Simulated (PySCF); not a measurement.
H6W, SMILES [WH6-], charge -1, multiplicity 2.

Geometry optimised at PBE-D3(BJ)/def2-TZVPD. The geometry has at least one imaginary mode, so it is a saddle point at that level. The multiplicity is an assumed one; other spin states were not compared. The def2 effective core potentials stand for the cores of W; spin–orbit coupling is left out.

Computed with PBE-D3(BJ)/def2-TZVPD in PySCF.

Frequencies are harmonic and unscaled.

Modes within 1.5 cm⁻¹ of each other (mostly degenerate sets) share a row, with their intensities summed.

```tsv
mode	ν (cm⁻¹)	IR (km/mol)	moving atoms (share of kinetic energy)
1	2009i	1785.8	H 99 %
2	2007i	1776.2	H 99 %
3	1690i	0.0	H 100 %
4–5	1185i	501.9	H 99 %
6	1083i	742.4	H 98 %
7–8	599	0.0	H 100 %
9	609	0.0	H 100 %
10	1527	1007.5	H 99 %
11–12	1536	2558.5	H 99 %
13–14	1757	0.0	H 100 %
15	1812	0.0	H 100 %
```
